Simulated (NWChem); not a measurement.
System: anisole (C₇H₈O); SMILES c1cccc(OC)c1

```xyz
16

C      0.3779    -2.7462     0.0000
O     -0.6220    -1.7677     0.0000
C     -0.2631    -0.4663     0.0000
C     -1.3131     0.4638     0.0000
C     -1.0397     1.8246     0.0000
C      0.2802     2.2852     0.0000
C      1.3191     1.3605     0.0000
C      1.0607    -0.0124     0.0000
H     -0.1320    -3.7183     0.0000
H      1.0190    -2.6819    -0.8975
H      1.0190    -2.6819     0.8975
H     -2.3373     0.0854     0.0000
H     -1.8681     2.5376     0.0000
H      0.4925     3.3564     0.0000
H      2.3568     1.7042     0.0000
H      1.8945    -0.7152     0.0000
```
Atoms are numbered in this order, from 1.

Results from NWChem. Structure relaxed at the PBE0/def2-SVP level. No frequency run checked for a minimum. Level PBE/def2-SVP: energy and gradient on several grids; changes count from the extra-fine grid, which is no exact limit either.

Which is the coarsest grid (xcoarse; xfine; coarse; medium; fine) from which on the energy stays within 50 μHa and each gradient component within 100 μHa/bohr of xfine?

medium.
```csv
grid,size of the energy change (μHa),largest change of a gradient component (μHa/bohr)
xcoarse,2000,5000
coarse,200,200
medium,< 10,50
fine,< 10,< 30
xfine,< 10,< 30
```
